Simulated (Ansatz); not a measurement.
System: CH$_{8}$O$_{2}$Si$_{2}$ (charge 0, singlet). 
Coordinates optimised at B3LYP-D3(BJ)/def2-TZVP (Ansatz, a program for electronic structure):
SMILES: [SiH3]OCO[SiH3]
```xyz
13

Si     1.7815    -1.0026     0.4465
O      0.4793    -0.2456     1.1420
C      0.0199     1.0224     0.7533
O     -0.4641     1.0298    -0.5642
Si    -1.7976     0.1745    -1.0567
H      1.4384    -1.5932    -0.8660
H      2.8836    -0.0261     0.2652
H      2.1754    -2.0703     1.3862
H     -0.7714     1.2987     1.4559
H      0.8308     1.7551     0.7941
H     -2.2008     0.7657    -2.3474
H     -1.4940    -1.2622    -1.2378
H     -2.8780     0.3183    -0.0500
```

Wanted: atomisation energy (electronic, to ground-state atoms), in eV. Valence correlation only, unless marked. Open shells are spin-unrestricted. No spin-orbit coupling. Non-relativistic. The coupled-cluster limit lacks core correlation, which all-electron functionals hold. CBS marks a two-point X^-3 extrapolation of the correlation energy; Hartree-Fock from the larger set.

```csv
level,program,atomisation energy (eV)
B3LYP-D3(BJ)/def2-TZVPD,Ansatz + dftd3,___
PBE0-D3(BJ)/def2-TZVP,Ansatz + dftd3,46.22
HSE06/def2-TZVPD,Ansatz,___
CAM-B3LYP/def2-TZVPD,Ansatz,___
B2GP-PLYP-D3(BJ)/def2-TZVPD,Ansatz + dftd3,46.22
CCSD/6-31G*,Ansatz,41.32
CCSD/cc-pV(T+d)Z,Ansatz,45.07
CCSD/cc-pV(Q+d)Z,Ansatz,___
"CCSD(T)/CBS(cc-pV(T+d)Z,cc-pV(Q+d)Z)",Ansatz,46.98
```

Question: What belongs in the gaps?

Answer: 
- B3LYP-D3(BJ)/def2-TZVPD, atomisation energy (eV): 46.76
- HSE06/def2-TZVPD, atomisation energy (eV): 46.02
- CAM-B3LYP/def2-TZVPD, atomisation energy (eV): 46.82
- CCSD/cc-pV(Q+d)Z, atomisation energy (eV): 45.87
